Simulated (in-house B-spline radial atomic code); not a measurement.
Successive ionisation energies of sulfur; each step leads to the configuration of the next row (after the last: bare). Dirac energy differences include first-order Breit, QED and recoil terms. NIST's values go from ground level to ground level; the uncertainty of those that are theory runs from under 0.1 % in few-electron ions to several per cent in heavy many-electron ones. Computed with a B-spline radial code for spherical atoms: Dirac-Hartree-Fock, average of the configuration, finite nuclei.

| ion | configuration | ionisation energy (eV) | tabulated value (eV) | tabulated kind | computed minus tabulated (eV) | highest orbital | largest mean radius (bohr) |
| --- | --- | --- | --- | --- | --- | --- | --- |
| S | [Ne] 3s2 3p4 | 10.7 | 10.36001 | measured | 0 | 3p3/2 | 2.0719 |
| S+ | [Ne] 3s2 3p3 | 21.3 | 23.33788 | measured | -2 | 3p3/2 | 1.9049 |
| S2+ | [Ne] 3s2 3p2 | 33.3 | 34.86 | semi-empirical | -2 | 3p3/2 | 1.7782 |
| S3+ | [Ne] 3s2 3p1 | 46.5 | 47.222 | semi-empirical | -1 | 3p3/2 | 1.6753 |
| S4+ | [Ne] 3s2 | ? | ? | measured | ? | ? | ? |
| S5+ | [Ne] 3s1 | 87.6 | 88.0529 | measured | 0 | 3s1/2 | 1.4255 |
| S6+ | [He] 2s2 2p6 | 279.8 | 280.954 | measured | -1 | 2p3/2 | 0.47088 |
| S7+ | [He] 2s2 2p5 | 330.7 | 328.794 | measured | 2 | 2p3/2 | 0.4604 |
| S8+ | [He] 2s2 2p4 | 384.6 | 379.84 | semi-empirical | 5 | 2p3/2 | 0.45027 |
| S9+ | [He] 2s2 2p3 | 441.5 | 447.7 | semi-empirical | -6 | 2p3/2 | 0.4405 |
| S10+ | [He] 2s2 2p2 | ? | ? | semi-empirical | ? | ? | ? |
| S11+ | [He] 2s2 2p1 | ? | ? | semi-empirical | ? | ? | ? |
| S12+ | [He] 2s2 | 646.8 | 651.96 | semi-empirical | -5 | 2s1/2 | 0.41327 |
| S13+ | [He] 2s1 | 706.8 | 706.994 | tabulated theory | 0 | 2s1/2 | 0.40528 |
| S14+ | 1s2 | 3222.4 | 3223.781 | tabulated theory | -1 | 1s1/2 | 0.09558 |
| S15+ | 1s1 | 3494.2 | 3494.189 | tabulated theory | 0 | 1s1/2 | 0.093323 |

(1) Fill in the row of S4+.

(2) Fill in the row of S10+.

(3) Fill in the row of S11+.

(4) Where is the largest jump?

Where a p, d or f electron is removed, the computed value is a mean over both j, so it misses the tabulated one by a part of the spin-orbit splitting; averaging over terms and missing correlation add to the gap, relatively most at low charge.

Results:

(1) ionisation energy (eV): 70.8; tabulated value (eV): 72.5945; computed minus tabulated (eV): -2; highest orbital: 3s1/2; largest mean radius (bohr): 1.4829.

(2) ionisation energy (eV): 501.3; tabulated value (eV): 504.55; computed minus tabulated (eV): -3; highest orbital: 2p3/2; largest mean radius (bohr): 0.43108.

(3) ionisation energy (eV): 564.0; tabulated value (eV): 564.41; computed minus tabulated (eV): 0; highest orbital: 2p3/2; largest mean radius (bohr): 0.42201.

(4) From S13+ to S14+, by a factor of 4.56 (706.83 to 3222.4 eV); the highest orbital goes from 2s1/2 to 1s1/2.
